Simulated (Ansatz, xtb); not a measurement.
## BH2O2P: where a starting geometry ends

The starting geometry of this gas-phase singlet was built from a drawn formula by distance geometry and a force field; its bonds are those of `O=[B-]1[OH+]P1`.

```xyz
6

B    -1.6511    2.5638    2.3240
O    -2.6228    2.2387    3.1610
O    -0.4916    3.5640    1.8237
P    -0.6753    2.1504    0.9414
H     0.0206    4.3969    1.9978
H     0.3190    1.4224    1.7632
```

Problem. Predict what becomes of its bonds when it is optimised with r2SCAN-D4/def2-SVP.

Solution. A bond breaks, leaving `O=BPO`. Contacts that open: B1–O3 (1.61 → 2.78 Å).

The energy falls by 2.27 eV over 24 steps:

```tsv
step	E − E(last) (eV)
1	2.267
4	1.161
6	1.123
9	0.621
11	0.249
14	0.151
16	0.132
19	0.007
21	0.002
24	0.000
```

Final geometry (Å):

```yaml
atoms:
  - { symbol: B, position_ang: [-1.9190, 2.1700, 2.4784] }
  - { symbol: O, position_ang: [-2.7680, 2.0614, 3.3340] }
  - { symbol: O, position_ang: [-0.1564, 3.9487, 1.2605] }
  - { symbol: P, position_ang: [-0.6752, 2.3795, 1.0406] }
  - { symbol: H, position_ang: [0.0890, 4.1662, 2.1712] }
  - { symbol: H, position_ang: [0.3283, 1.6101, 1.7264] }
```

From the same start GFN2-xTB reaches the same bonding as this run.

No frequencies were run, so the end isn't proven a minimum. Run with Ansatz 0.2.0, 26 s on 2 threads of Arm Neoverse V2 (shared host).
